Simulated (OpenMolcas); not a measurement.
## Potential curves of H₂⁺: spin–orbit levels

Computed with OpenMolcas 26.06: state-averaged CASSCF(1,2) over H 1s, H 1s, XMS-CASPT2 (IPEA 0.25, imaginary shift 0.2 hartree), scalar X2C, ANO-RCC-VTZP, then RASSI spin–orbit state interaction with atomic mean-field integrals. C2 symmetry about the axis (a holds Σ, Δ, Γ; b holds Π, Φ, H; Σ⁺ and Σ⁻ are not told apart); roots by multiplicity and irrep: 2a 1.

XMS-CASPT2 energies with spin–orbit state interaction in eV from the lowest point. Curves are followed by energy order within each symmetry, so they are adiabatic and may change character at avoided crossings and where g and u states cross.

| R (Å) | (1)Ω=1/2 |
| --- | --- |
| 0.743 | 0.839 |
| 0.786 | 0.566 |
| 0.825 | 0.380 |
| 0.864 | 0.240 |
| 0.907 | 0.129 |
| 0.950 | 0.056 |
| 1.011 | 0.004 |
| 1.089 | 0.000 |
| 1.210 | 0.089 |
| 1.382 | 0.324 |
| 1.642 | 0.759 |
| 1.987 | 1.319 |

g and u states are not told apart. Only roots inside an energy window near the equilibrium distance were included, so the list of states is not complete; labels number the states computed. Each spin and symmetry block has orbitals of its own, averaged over its own roots, so gaps between blocks are less sure than gaps within one and near the minimum can be off by tenths of an eV, in bad cases by more. No Rydberg orbitals are active, so Rydberg states, and σ→σ* states whose orbital the CASSCF left unused, can be missing between those listed. At stretched bonds a block can hold a wrong CASSCF solution and miss its lowest state; points past a visible jump are left out. No roots were computed in block 2b (none fell in the window or the block failed), so states of that kind are missing and can lie low or lowest. Points that failed a check (symmetry, reference weights, a jump) are left out.
